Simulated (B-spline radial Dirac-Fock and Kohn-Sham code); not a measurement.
# Binding energies of Ag in different valence configurations

Calculated with a radial B-spline solver, using multi-electron Dirac-Fock with separately optimised hole states, Breit and Lamb-shift corrections added in first order. No correlation.

Reference: the tabulated ground configuration [Kr] 4d10 5s1, with 2s 3820.4 eV, 2p1/2 3532.7 eV, 2p3/2 3359.9 eV, 3p1/2 613.5 eV, 3p3/2 582.2 eV, 3d3/2 380.7 eV, Kα1 22161.3 eV, Kβ1 24938.9 eV.

Task: One of these configurations gives the following shifts from the reference, in eV: average energy +3.88, 2s +5.87, 2p1/2 +5.79, 2p3/2 +5.80, 3p1/2 +5.72, 3p3/2 +5.72, 3d3/2 +5.72, Kα1 -0.26, Kβ1 -0.18. Which?
A. [Kr] 4d10 5p1
B. [Kr] 4d9 5s2
C. [Kr] 4d9 5s1 5p1

Result: B. The others give [Kr] 4d9 5s1 5p1: 2s +7.40; [Kr] 4d10 5p1: 2s +1.90.
